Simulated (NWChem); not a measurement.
Molecule: C4H12Si; SMILES C[Si](C)(C)C

Computed with NWChem. Pople sets run with spherical d functions. All runs use the structure optimised with PBE-D3(BJ)/def2-SVP.

**Question.** Predict the results for LC-BLYP (range parameter 0.33 per bohr)/6-31G*. Quantities: highest occupied level (eV); orbital gap (eV).

**Answer.** 
```yaml
highest occupied level (eV): -10.34
orbital gap (eV): 14.47
```
